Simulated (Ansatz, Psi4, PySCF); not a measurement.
Br₂Ge, charge -1, doublet, at a GFN2-xTB geometry (a state made from the parent by changing its charge; the spin is typed, not shown lowest) (in this run its highest filled SCF level lies above zero, so its values depend strongly on the basis, on diffuse functions most of all). Base run: R2SCAN/6-311G** (PySCF).

The PySCF input:
```python
from pyscf import gto, scf, dft

mol = gto.Mole()
mol.atom = '''
    Ge    0.01772041    0.00659318    1.06702307
    Br    1.10832851   -1.68300099   -0.49594218
    Br   -1.12453002    1.67697294   -0.47962177
'''
mol.basis = '6-311g**'
mol.charge = -1
mol.spin = 1
mol.verbose = 4
mol.build()

mf = dft.UKS(mol)
mf.xc = 'r2scan'
mf.kernel()
```

The same geometry, method and basis name were run in Ansatz (a program for electronic structure) and Psi4 and PySCF, at each program's defaults and at the settings that a row names. The base is PySCF at its defaults. Differences at the defaults can come from grids, fitting, cores and function types together.

```csv
code and settings,ΔE vs base (µEh),basis functions,E (Eh),SCF cycles
"PySCF, defaults (exact integrals, its default grid, spherical functions)",0.0,132,-7225.31038,12
"Psi4, defaults (density fitting with its default set, its default grid, spherical functions)",-6209,132,-7225.31659,11
"Ansatz, defaults (factorised integrals, its default grid, spherical functions)",-259,132,-7225.31064,-
"PySCF, density fitting with def2-universal-jkfit",-81.3,132,-7225.31046,12
"PySCF, fine grid",-202,132,-7225.31058,12
"Psi4, exact integrals, spherical functions, fine grid",-92.6,132,-7225.31047,14
"Ansatz, high accuracy",-258,132,-7225.31064,-
```

Open shells are given as the SCF converged; they aren't shown to be the lowest states, and a large step between rows can be another state.
